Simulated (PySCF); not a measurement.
PySCF input file for (3Z)-4-fluoropenta-1,3-diene (C5H7F), SMILES C=C/C=C(/C)F, TDA-PBE/def2-SVPD. Geometry optimised at PBE0-D3(BJ)/def2-SVP. Other conformers were not sampled.

```python
import numpy as np
from pyscf import gto, scf, dft, tdscf

mol = gto.M(
    atom='''
    C    -0.24307086    2.77437557   -0.00000000
    C     0.26496786    1.53334955    0.00000000
    C    -0.53245129    0.32285022    0.00000000
    C    -0.02364340   -0.91899734    0.00000000
    C    -0.75796587   -2.20616743   -0.00000000
    F     1.30653349   -1.08881686   -0.00000000
    H    -1.32353477    2.94924352   -0.00000000
    H     0.40457033    3.65382591   -0.00000000
    H     1.35110888    1.39632236   -0.00000000
    H    -1.62173139    0.41462373    0.00000000
    H    -0.48689994   -2.80287627   -0.88626514
    H    -1.84243320   -2.04137464    0.00000000
    H    -0.48689994   -2.80287627    0.88626515
    ''',
    basis='def2-SVPD',
    charge=0,
    spin=0,
    symmetry=True,
    max_memory=1600,
    verbose=4,
)
mf = dft.RKS(mol, xc='pbe').density_fit(auxbasis='def2-universal-jkfit')
mf.grids.level = 3
mf.conv_tol = 1e-9
mf.max_cycle = 100
mf.kernel()
mf.grids = dft.Grids(mol).set(level=1).build(with_non0tab=True)  # coarser grid for the response kernel
td = tdscf.TDA(mf)
td.singlet = True
td.nstates = 10
td.conv_tol = 1e-4
td.positive_eig_threshold = 1e-6
td.kernel(x0=td.get_init_guess(mf, 15))
td.analyze()
tt = tdscf.TDA(mf)
tt.singlet = False
tt.nstates = 4
tt.conv_tol = 1e-4
tt.positive_eig_threshold = 1e-6
tt.kernel(x0=tt.get_init_guess(mf, 9))
tt.analyze(verbose=3)
```

Output:

```
PySCF version 2.14.0

[INPUT] verbose = 4
[INPUT] num. atoms = 13
[INPUT] num. electrons = 46
[INPUT] charge = 0
[INPUT] spin (= nelec alpha-beta = 2S) = 0
[INPUT] symmetry True subgroup None
[INPUT] Mole.unit = angstrom
[INPUT] Symbol           X                Y                Z      unit          X                Y                Z       unit  Magmom
[INPUT]  1 C     -0.243070860000   2.774375570000   0.000000000000 AA   -0.459337354262   5.242809993984   0.000000000000 Bohr   0.0
[INPUT]  2 C      0.264967860000   1.533349550000   0.000000000000 AA    0.500716687212   2.897610702725   0.000000000000 Bohr   0.0
[INPUT]  3 C     -0.532451290000   0.322850220000   0.000000000000 AA   -1.006187112771   0.610098495056   0.000000000000 Bohr   0.0
[INPUT]  4 C     -0.023643400000  -0.918997340000   0.000000000000 AA   -0.044679550654  -1.736653281804   0.000000000000 Bohr   0.0
[INPUT]  5 C     -0.757965870000  -2.206167430000   0.000000000000 AA   -1.432347906068  -4.169052227636   0.000000000000 Bohr   0.0
[INPUT]  6 F      1.306533490000  -1.088816860000   0.000000000000 AA    2.468990468672  -2.057565665209   0.000000000000 Bohr   0.0
[INPUT]  7 H     -1.323534770000   2.949243520000   0.000000000000 AA   -2.501118231639   5.573262527448   0.000000000000 Bohr   0.0
[INPUT]  8 H      0.404570330000   3.653825910000   0.000000000000 AA    0.764527121825   6.904730276740   0.000000000000 Bohr   0.0
[INPUT]  9 H      1.351108880000   1.396322360000   0.000000000000 AA    2.553225747668   2.638666842006   0.000000000000 Bohr   0.0
[INPUT] 10 H     -1.621731390000   0.414623730000   0.000000000000 AA   -3.064628174710   0.783525294446   0.000000000000 Bohr   0.0
[INPUT] 11 H     -0.486899940000  -2.802876270000  -0.886265140000 AA   -0.920107536667  -5.296668511342  -1.674798388349 Bohr   0.0
[INPUT] 12 H     -1.842433200000  -2.041374640000   0.000000000000 AA   -3.481694150806  -3.857638987233   0.000000000000 Bohr   0.0
[INPUT] 13 H     -0.486899940000  -2.802876270000   0.886265150000 AA   -0.920107536667  -5.296668511342   1.674798407247 Bohr   0.0

nuclear repulsion = 217.526505743359
point group symmetry = Cs
symmetry origin: [8.21620059e-10 8.21620144e-10 4.10810024e-10]
symmetry axis x: [ 1.00000000e+00 -6.28457831e-10 -1.62521163e-10]
symmetry axis y: [-6.28457831e-10 -1.00000000e+00  1.88957089e-10]
symmetry axis z: [1.62521163e-10 1.88957066e-10 1.00000000e+00]
num. orbitals of irrep A' = 124
num. orbitals of irrep A" = 55
number of shells = 77
number of NR pGTOs = 253
number of NR cGTOs = 179
basis = def2-SVPD
ecp = {}


[settings echo left out]
init E= -294.375716896932
HOMO (A") = -0.269332373029449  LUMO (A") = -0.120824103529049  gap/eV = 4.04112
cycle= 1 E= -293.903392237343  delta_E= 0.472  |g|= 0.599  |ddm|= 6.48
HOMO (A") = -0.138713234342868  LUMO (A") = -0.00410314240552462  gap/eV = 3.66293
cycle= 2 E= -293.698078202909  delta_E= 0.205  |g|= 1.06  |ddm|= 2.07
HOMO (A") = -0.18902762030178  LUMO (A") = -0.0500337601025872  gap/eV = 3.78222
cycle= 3 E= -293.965159916553  delta_E= -0.267  |g|= 0.301  |ddm|= 1.65
HOMO (A") = -0.200484545942179  LUMO (A") = -0.0606557880242672  gap/eV = 3.80493
cycle= 4 E= -293.993064878928  delta_E= -0.0279  |g|= 0.0633  |ddm|= 0.586
HOMO (A") = -0.201921710598151  LUMO (A") = -0.0621489156406612  gap/eV = 3.80341
cycle= 5 E= -293.993597219876  delta_E= -0.000532  |g|= 0.0448  |ddm|= 0.127
HOMO (A") = -0.200499053696345  LUMO (A") = -0.0607978777038901  gap/eV = 3.80146
cycle= 6 E= -293.994062703815  delta_E= -0.000465  |g|= 0.00839  |ddm|= 0.0639
HOMO (A") = -0.200218682666853  LUMO (A") = -0.0606002821609279  gap/eV = 3.79921
cycle= 7 E= -293.994074597323  delta_E= -1.19e-05  |g|= 0.00498  |ddm|= 0.0162
HOMO (A") = -0.200397571787824  LUMO (A") = -0.0607656048503606  gap/eV = 3.79958
cycle= 8 E= -293.994080720367  delta_E= -6.12e-06  |g|= 0.000622  |ddm|= 0.00793
HOMO (A") = -0.200439710829282  LUMO (A") = -0.0607969709737053  gap/eV = 3.79987
cycle= 9 E= -293.994080797446  delta_E= -7.71e-08  |g|= 0.000225  |ddm|= 0.00151
HOMO (A") = -0.200424611847  LUMO (A") = -0.0607822720744985  gap/eV = 3.79986
cycle= 10 E= -293.99408080917  delta_E= -1.17e-08  |g|= 4.06e-05  |ddm|= 0.000511
HOMO (A") = -0.200428146432646  LUMO (A") = -0.0607856928401542  gap/eV = 3.79986
cycle= 11 E= -293.994080809521  delta_E= -3.5e-10  |g|= 2.53e-05  |ddm|= 0.000162
HOMO (A") = -0.200425098722227  LUMO (A") = -0.0607836973423003  gap/eV = 3.79984
Extra cycle  E= -293.994080809116  delta_E= 4.05e-10  |g|= 4.67e-05  |ddm|= 0.000111
converged SCF energy = -293.994080809116
tot grids = 48504
Overwritten attributes  positive_eig_threshold  of <class 'pyscf.tdscf.rks.TDA'>


******** <class 'pyscf.tdscf.rks.TDA'> for <class 'pyscf.df.df_jk.DFSymAdaptedRKS'> ********
nstates = 10 singlet
deg_eia_thresh = 1.000e-03
wfnsym = None
conv_tol = 0.0001
eigh lindep = 1e-12
eigh level_shift = 0
eigh max_cycle = 100


Excitation energies (eV)
[5.5201351  5.76592469 6.19247244 6.32927797 6.38491429 6.74516111
 6.8416639  7.25852438 7.39884175 7.74374051]

** Singlet excitation energies and oscillator strengths **
Excited State   1:   A"      5.52014 eV    224.60 nm  f=0.0002
      23 -> 25        0.70672
Excited State   2:   A'      5.76592 eV    215.03 nm  f=0.8090
      22 -> 24        0.22669
      23 -> 24       -0.59928
      23 -> 27        0.22939
Excited State   3:   A"      6.19247 eV    200.22 nm  f=0.0057
      23 -> 26       -0.70658
Excited State   4:   A"      6.32928 eV    195.89 nm  f=0.0027
      23 -> 28        0.70643
Excited State   5:   A'      6.38491 eV    194.18 nm  f=0.3180
      22 -> 24        0.41392
      23 -> 24        0.28756
      23 -> 27        0.46953
Excited State   6:   A"      6.74516 eV    183.81 nm  f=0.0159
      23 -> 29       -0.70174
Excited State   7:   A"      6.84166 eV    181.22 nm  f=0.0004
      21 -> 24        0.70033
Excited State   8:   A"      7.25852 eV    170.81 nm  f=0.0000
      20 -> 24        0.70605
Excited State   9:   A"      7.39884 eV    167.57 nm  f=0.0003
      23 -> 30        0.70624
Excited State  10:   A'      7.74374 eV    160.11 nm  f=0.0081
      22 -> 24        0.14217
      23 -> 27       -0.10510
      23 -> 31        0.66518

** Transition electric dipole moments (AU) **
state          X           Y           Z        Dip. S.      Osc.
  1        -0.0000     -0.0000     -0.0352      0.0012      0.0002
  2         0.1308     -2.3896     -0.0000      5.7271      0.8090
  3         0.0000      0.0000     -0.1932      0.0373      0.0057
  4        -0.0000     -0.0000     -0.1307      0.0171      0.0027
  5        -0.0732      1.4239      0.0000      2.0328      0.3180
  6         0.0000      0.0000      0.3099      0.0960      0.0159
  7         0.0000      0.0000     -0.0501      0.0025      0.0004
  8         0.0000     -0.0000     -0.0092      0.0001      0.0000
  9         0.0000      0.0000     -0.0392      0.0015      0.0003
 10         0.0789      0.1915     -0.0000      0.0429      0.0081

** Transition velocity dipole moments (imaginary part, AU) **
state          X           Y           Z        Dip. S.      Osc.
  1         0.0000      0.0000     -0.0311      0.0010      0.0032
  2        -0.0523     -0.1775     -0.0000      0.0343      0.1078
  3        -0.0000     -0.0000     -0.0747      0.0056      0.0163
  4        -0.0000      0.0000     -0.0453      0.0021      0.0059
  5         0.0388      0.1293      0.0000      0.0182      0.0518
  6         0.0000     -0.0000      0.0584      0.0034      0.0092
  7         0.0000      0.0000     -0.0033      0.0000      0.0000
  8         0.0000      0.0000     -0.0014      0.0000      0.0000
  9         0.0000     -0.0000     -0.0219      0.0005      0.0012
 10         0.0318     -0.0013     -0.0000      0.0010      0.0024

** Transition magnetic dipole moments (imaginary part, AU) **
state          X           Y           Z
  1        -0.1113     -0.1654      0.0000
  2        -0.0000      0.0000      0.0434
  3         0.7717     -0.1414     -0.0000
  4        -0.0979     -0.1019      0.0000
  5         0.0000      0.0000      0.2605
  6        -0.1011     -0.2545     -0.0000
  7        -0.1057     -0.5559      0.0000
  8        -0.3798      0.2952     -0.0000
  9         0.1693      0.0861     -0.0000
 10         0.0000     -0.0000     -0.1617


******** <class 'pyscf.tdscf.rks.TDA'> for <class 'pyscf.df.df_jk.DFSymAdaptedRKS'> ********
nstates = 4 triplet
deg_eia_thresh = 1.000e-03
wfnsym = None
conv_tol = 0.0001
eigh lindep = 1e-12
eigh level_shift = 0
eigh max_cycle = 100


Excitation energies (eV)
[3.0923767  5.22676187 5.43797461 6.04757866]

** Triplet excitation energies and oscillator strengths **
Excited State   1:   A'      3.09238 eV    400.93 nm  f=0.0000
Excited State   2:   A'      5.22676 eV    237.21 nm  f=0.0000
Excited State   3:   A"      5.43797 eV    228.00 nm  f=0.0000
Excited State   4:   A'      6.04758 eV    205.01 nm  f=0.0000
```

Self-consistency was reached.
